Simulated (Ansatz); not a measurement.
Geometry optimisation, RKS PBE0-D4/def2-SVP (Ansatz).

The input (input.yaml):

```yaml
crystal:
  periodic: [false, false, false]
  atoms:
    - { symbol: "N", position_ang: [-0.91185, 0.73245, -0.93141] }
    - { symbol: As, position_ang: [-0.62454, 0.66871, 0.87984] }
    - { symbol: Si, position_ang: [-2.09542, 2.5248, 1.2927] }
    - { symbol: H, position_ang: [-1.84463, 0.42719, -1.19217] }
    - { symbol: H, position_ang: [-0.78164, 1.65076, -1.34085] }
    - { symbol: H, position_ang: [-1.77037, -0.25976, 1.16713] }
    - { symbol: H, position_ang: [-3.55582, 2.62194, 1.47067] }
    - { symbol: H, position_ang: [-1.63278, 3.91859, 1.18296] }
total_charge: 1
basis:
  gaussian: { orbitals: def2-SVP }
hamiltonian:
  xc: pbe0
  dispersion: d4
relax:
  f_tol: 0.015
  max_steps: 40
```

Command:

```bash
$ ansatz run input.yaml --threads 1 --pin off --max-ram 2048MiB --backend cpu --events-out ev --progress --plain --runs-dir out
```

**Question.** Where does it end, and by what steps?

**Answer.** It converged. After 11 steps the energy has fallen by 2.157 eV; N1 moved furthest, 0.89 Å. Joined: N1–Si3 (3.09 → 1.85 Å).

```json
{"step": "0", "energy less start (eV)": "0.0000", "largest force component (eV/Å)": "0.858", "accepted": "yes"}
{"step": "1", "energy less start (eV)": "-0.2072", "largest force component (eV/Å)": "1.853", "accepted": "yes"}
{"step": "2", "energy less start (eV)": "-0.3914", "largest force component (eV/Å)": "2.104", "accepted": "yes"}
{"step": "3", "energy less start (eV)": "-0.7597", "largest force component (eV/Å)": "2.062", "accepted": "yes"}
{"step": "4", "energy less start (eV)": "-1.2588", "largest force component (eV/Å)": "1.379", "accepted": "yes"}
{"step": "5", "energy less start (eV)": "-1.8425", "largest force component (eV/Å)": "1.828", "accepted": "yes"}
{"step": "6", "energy less start (eV)": "-1.8618", "largest force component (eV/Å)": "4.811", "accepted": "yes"}
{"step": "7", "energy less start (eV)": "-2.1349", "largest force component (eV/Å)": "0.855", "accepted": "yes"}
{"step": "8", "energy less start (eV)": "-2.1509", "largest force component (eV/Å)": "0.220", "accepted": "yes"}
{"step": "9", "energy less start (eV)": "-2.1547", "largest force component (eV/Å)": "0.096", "accepted": "yes"}
{"step": "10", "energy less start (eV)": "-2.1564", "largest force component (eV/Å)": "0.043", "accepted": "yes"}
{"step": "11", "energy less start (eV)": "-2.1566", "largest force component (eV/Å)": "0.012", "accepted": "yes"}
```

```xyz
8
Properties=species:S:1:pos:R:3
N -1.409 1.355 -0.537
As -0.512 0.550 1.119
Si -1.965 2.354 0.922
H -2.067 0.751 -1.039
H -0.744 1.755 -1.206
H -1.716 -0.371 1.299
H -3.418 2.180 1.127
H -1.386 3.711 0.844
```

Whether the end is a true minimum wasn't checked by a vibrational analysis.

Time of the run: 92 s on 1 thread of Intel(R) Xeon(R) Processor @ 2.50GHz (Skylake/Cascade Lake) (shared host), peak memory 0.19 GiB.
